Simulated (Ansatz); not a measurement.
Basis-set extrapolation for C2H9NSSi (`NC(S)C[SiH3]`) (PBE0-D4/def2-TZVP geometry, frozen core, the Gaussian-basis code of Ansatz). Multiplicity 1, RHF reference.

```tsv
	def2-TZVPP	def2-QZVPP
HF	-821.952538	-821.979380
MP2 correlation	-0.875299	-0.937733
CCSD(T) correlation	-0.976867	not run
```

Energies in hartree. Use E(X) = E(∞) + A·exp(−7.88·√X) for Hartree–Fock and E(X) = E(∞) + B·X^(−2.97) for correlation, with X = 3 and 4, and add CCSD(T) minus MP2 of the smaller set to the MP2 limit.

Problem. What is the CCSD(T) energy at the basis-set limit?

Solution. HF limit: -821.979380 + (-0.026842) × 0.13774 = -821.98308. MP2 limit: -0.937733 + (-0.062434) × 0.74074 = -0.98398. Higher-order term: -0.976867 − (-0.875299) = -0.10157. Total: -823.06863 hartree, 87.4 kcal/mol below CCSD(T)/def2-TZVPP.
